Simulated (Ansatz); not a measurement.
# Wavefunction methods compared: BeH, doublet

Computed with Ansatz's Gaussian-basis code (development build); BCCD by scripts on PySCF. Settings: 6-31G; all electrons correlated; no relativity. Perturbation and coupled-cluster methods stand on the Hartree–Fock determinant that coupled cluster favours; RHF here means ROHF, with semicanonical perturbation theory. The state met can change along the bond. A minimal or small basis: far from the basis limit.

Correlation energy of CCSD(T), then each method's total less that of CCSD(T), in eV:

```tsv
case	E corr CCSD(T)	CCSD	BCCD	BCCD(T)	determinant
1.410 Å RHF	-0.724	+0.010	+0.009	0.000	–
1.947 Å RHF	-1.108	+0.031	+0.022	-0.003	–
2.216 Å RHF	-1.666	+0.024	+0.028	+0.002	0.15 eV over the lowest such Hartree–Fock solution met
2.216 Å UHF	-1.055	+0.006	+0.019	+0.006	⟨S²⟩ = 0.972
2.619 Å RHF	-1.345	+0.003	+0.006	+0.001	–
3.828 Å RHF	-1.273	+0.001	+0.001	0.000	–
```

Q: Give full CI less CCSD(T). Is CCSD(T) good to 1 kcal/mol?

A: 1.410 Å RHF: -0.007 eV (within); 1.947 Å RHF: -0.020 eV (within); 2.216 Å RHF: -0.012 eV (within); 2.216 Å UHF: -0.006 eV (within); 2.619 Å RHF: -0.001 eV (within); 3.828 Å RHF: 0.000 eV (within).
